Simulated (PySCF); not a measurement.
**Where the electron goes**

CH₁₀N₂S₂Si₂.
Cartesian coordinates in Å at the GFN2-xTB level; atoms count from 1:
```xyz
17
CH10N2S2Si2 angstrom
C      3.054   -0.351    0.257
Si     1.430    0.271    1.001
N      0.162   -0.422    0.028
Si    -1.513   -0.032    0.063
N     -2.083    1.376   -0.734
S     -2.594   -1.622   -0.914
S     -2.010    0.226    2.139
H      3.895    0.097    0.775
H      3.153   -1.429    0.345
H      3.142   -0.093   -0.794
H      1.303    1.729    0.895
H      1.272   -0.154    2.394
H      0.438   -1.139   -0.622
H     -2.209    1.368   -1.732
H     -1.781    2.282   -0.416
H     -2.362   -2.538    0.013
H     -3.302    0.443    1.942
```

Level of theory: TDDFT B3LYP/def2-SVPD, vertical, gas phase, core orbitals frozen in the response (PySCF).

Kohn–Sham orbitals with the atoms that hold most of them (Löwdin shares over 4%, at most four atoms; ? is withheld):

| orbital | ε (eV) | atoms |
| --- | --- | --- |
| LUMO+2 | 0.31 | S7 32%, S6 22%, Si4 10%, H16 8% |
| LUMO+1 | 0.05 | S6 17%, S7 16%, Si2 16%, Si4 10% |
| LUMO | ? | ? |
| HOMO | -6.81 | S6 33%, S7 29%, N5 13%, N3 13% |
| HOMO-1 | -7.34 | ? |
| HOMO-2 | -7.42 | S6 47%, S7 21%, Si4 9%, N3 9% |
| HOMO-3 | -7.85 | N5 38%, N3 16%, S7 11%, Si4 10% |

**Question.** Give the leading atoms of the LUMO.

**Answer.** S6 (bonded to Si and H) 21%; S7 (bonded to Si and H) 15%; Si4 (bonded to 2 N and 2 S) 12%; H16 (bonded to S) 8%. By element: sulfur 36%, silicon 12% or more, hydrogen 8% or more.

**Question.** Give the leading atoms of the HOMO-1.

**Answer.** S7 (bonded to Si and H) 31%; N3 (bonded to 2 Si and H) 24%; N5 (bonded to Si and 2 H) 14%; Si4 (bonded to 2 N and 2 S) 6%. By element: nitrogen 38%, sulfur 31% or more, silicon 6% or more.

**Question.** What is the LUMO energy, and the HOMO–LUMO gap?

**Answer.** ε(LUMO) = -0.30 eV; the gap is 6.51 eV (0.2391 hartree).

**Question.** How does S1 compare with the orbital gap of 6.51 eV?

**Answer.** S1 is at 5.57 eV (f = 0.0018), 0.94 eV below the gap, made of HOMO→LUMO (92%). 

**Question.** Give energy, strength and leading configuration of S1, S2 and S4, and follow the Löwdin shares of the leading atoms from the occupied to the empty orbital.

**Answer.** 
- S1 (5.57 eV, f 0.0018), HOMO→LUMO (92%): S6 33% → 21%, S7 29% → 15%
- S2 (5.97 eV, f 0.036), HOMO→LUMO+1 (75%): S6 33% → 17%, S7 29% → 16%
- S4 (6.12 eV, f 0.029), HOMO-1→LUMO (78%): S7 31% → 15%, N3 24% → at most 9%, S6 at most 7% → 21%

One conformer stands for the species.
